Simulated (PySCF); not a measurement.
Computed with PBE-D3(BJ)/def2-TZVP // PBE-D3(BJ)/def2-SVP (PySCF). Isolated molecules, 0 K electronic values unless said otherwise. Excitations are Tamm–Dancoff values on a coarser integration grid. The basis has no diffuse functions, so Rydberg states are missing or too high.

Reference species (SMILES): `c1cc2c(cc1)=C[SiH2]C=2` (neutral, multiplicity 1).

| Quantity | Result |
|---|---|
| LUMO | -3.34 eV |
| brightest of the four lowest singlets (TDA) | 2.62 eV |
| S1–T1 gap (TDA) | 1.48 eV |

Changed species: `Cn1cc2ccccc2c1` (E = N(C); the reference has E = [SiH2]).

Task: Give the shifts of the LUMO, brightest of the four lowest singlets (TDA) and S1–T1 gap (TDA).

Result: the LUMO rises by 1.82 eV, to -1.52 eV; the brightest of the four lowest singlets (TDA) increases by 1.14 eV, to 3.76 eV; the S1–T1 gap (TDA) drops by 0.22 eV, to 1.26 eV.
